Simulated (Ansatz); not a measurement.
The cluster Li3Al, relaxed as a singlet with RKS PBE0-D4/def2-TZVP in Ansatz, starting from the GFN2-xTB geometry. Force threshold 0.02 eV/Å.

The structure comes from a short search, and lower isomers may exist.

Start:

| atom | x (Å) | y (Å) | z (Å) |
| --- | --- | --- | --- |
| Al1 | -0.057 | -0.491 | -1.300 |
| Li2 | 1.376 | -1.611 | 0.542 |
| Li3 | -1.427 | 1.561 | -0.530 |
| Li4 | 0.109 | 0.540 | 1.288 |

(1) Estimate the energy that the relaxation releases and the steps that it takes.

(2) Does the start keep its bonding and symmetry?

(3) Predict the relaxed structure.

## Answers

(1) 30.8 kJ/mol, in 5 steps; 4.9 s on 4 threads of Arm Neoverse N1 on a shared host. No frequencies were taken in this run, so the end may be a saddle point.

(2) By distances, no bond broke or formed, bridged metal pairs apart. The bond that changes most is Li3–Li4, from 2.59 to 3.10 Å (atoms count from 1). Metal–metal contacts that move far: Li3–Li4 2.59 to 3.10 Å. Point group Cs at the start, C2v at the end, both within 0.05 Å; within 0.015 Å the end is Cs.

(3) 
```xyz
4

Al   -0.074   -0.457   -1.155
Li    1.583   -1.892    0.436
Li   -1.624    1.735   -0.794
Li    0.114    0.614    1.513
```
Bond lengths (bridged metal pairs left out): 3 × Al–Li 2.71 to 2.88 Å.
